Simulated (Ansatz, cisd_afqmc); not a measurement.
Species: C2, charge 0, singlet. A triplet may lie lower; no result for it is given here. C2 (ethyne, SMILES [C]=[C]).
B3LYP-D3(BJ)/def2-TZVP minimum from Ansatz (an electronic-structure program):
```
C
C 1 1.2471
```

Total energies in cc-pVDZ, 8 correlated electrons, 2 frozen orbitals. UHF or UKS for unpaired electrons; spin-orbit terms are left out. Cores are frozen in correlated methods. No relativity. AFQMC/CISD: phaseless, guided by CISD from CCSD amplitudes; bars are statistical, one sigma. Outlying blocks are dropped, and bars are widened where a walk drifts. Over all cases where full CI ran beside it in this data, AFQMC minus full CI had a median of +0.1 mEh and passed +0.4 mEh in a tenth of the cases. The T1 diagnostic of C2 ([C]=[C], singlet) reaches 0.039 in the sets run. The restricted determinant of C2 ([C]=[C], singlet) is unstable towards broken spin symmetry in at least one set run.

```tsv
method	program	energy (Eh)	error against FCI (mEh)
HF	Ansatz	-75.38701	341.92
MP2	Ansatz	-75.69813	30.80
CCSD	Ansatz	-75.69942	29.51
CCSD(T)	Ansatz	-75.72704	1.89
CCSDT(Q)	Ansatz	-75.73001	-1.08
CCSDTQ	Ansatz	-75.72831	0.62
AFQMC/CISD	cisd_afqmc	-75.7203 ± 0.0004	8.7 ± 0.4
FCI	Ansatz	-75.72893	0.00
```

Rough core times of Ansatz's runs on a shared machine: CCSD(T) under 20 s, CCSDT(Q) under 20 s, CCSDTQ 20 s, FCI 5 min.
